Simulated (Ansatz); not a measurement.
C$_{3}$H$_{7}$AlSi (`C=C=[C]([AlH2])[SiH3]`) at its PBE0-D4/def2-TZVP geometry, where that method's forces vanish. Total charge 0; spin multiplicity 1.

```
atom   x (Å)   y (Å)   z (Å)
  C1  -2.030  -0.791   0.978
  C2  -0.905  -0.367   0.472
  C3   0.229   0.049  -0.015
 Al4   1.742  -0.170   1.182
 Si5   0.301   0.781  -1.725
  H6  -2.670  -0.126   1.548
  H7  -2.353  -1.816   0.837
  H8   3.176   0.301   0.696
  H9   1.494  -0.813   2.606
 H10  -1.049   0.818  -2.342
 H11   1.213  -0.027  -2.579
 H12   0.852   2.161  -1.657
```

Problem. For each bond, give half the difference of the two atoms' forces along it (eV/Å; positive pushes the atoms apart) under PBE-D4, r2SCAN-D4, B3LYP-D4, ωB97M-V in def2-TZVPP. (Estimate.)

Solution. The calculation gave: 
```json
{"bond": "C1–C2", "length (Å)": "1.304", "PBE-D4": "0.13", "r2SCAN-D4": "0.04", "B3LYP-D4": "0.07", "ωB97M-V": "0.11"}
{"bond": "C1–H6", "length (Å)": "1.084", "PBE-D4": "0.04", "r2SCAN-D4": "-0.04", "B3LYP-D4": "-0.05", "ωB97M-V": "-0.10"}
{"bond": "C1–H7", "length (Å)": "1.084", "PBE-D4": "0.04", "r2SCAN-D4": "-0.04", "B3LYP-D4": "-0.05", "ωB97M-V": "-0.10"}
{"bond": "C2–C3", "length (Å)": "1.303", "PBE-D4": "0.22", "r2SCAN-D4": "0.10", "B3LYP-D4": "-0.05", "ωB97M-V": "0.01"}
{"bond": "C3–Al4", "length (Å)": "1.941", "PBE-D4": "-0.06", "r2SCAN-D4": "-0.02", "B3LYP-D4": "0.07", "ωB97M-V": "0.05"}
{"bond": "C3–Si5", "length (Å)": "1.861", "PBE-D4": "-0.09", "r2SCAN-D4": "-0.01", "B3LYP-D4": "0.11", "ωB97M-V": "0.08"}
{"bond": "Al4–H8", "length (Å)": "1.586", "PBE-D4": "0.03", "r2SCAN-D4": "-0.02", "B3LYP-D4": "-0.09", "ωB97M-V": "-0.11"}
{"bond": "Al4–H9", "length (Å)": "1.582", "PBE-D4": "0.05", "r2SCAN-D4": "-0.03", "B3LYP-D4": "-0.08", "ωB97M-V": "-0.12"}
{"bond": "Si5–H10", "length (Å)": "1.486", "PBE-D4": "0.09", "r2SCAN-D4": "-0.02", "B3LYP-D4": "-0.07", "ωB97M-V": "-0.12"}
{"bond": "Si5–H11", "length (Å)": "1.488", "PBE-D4": "0.07", "r2SCAN-D4": "-0.02", "B3LYP-D4": "-0.08", "ωB97M-V": "-0.11"}
{"bond": "Si5–H12", "length (Å)": "1.488", "PBE-D4": "0.07", "r2SCAN-D4": "-0.02", "B3LYP-D4": "-0.08", "ωB97M-V": "-0.11"}
```

B3LYP here is the variant with VWN-RPA as its local correlation; programs differ in this.

All numbers were calculated with Ansatz.
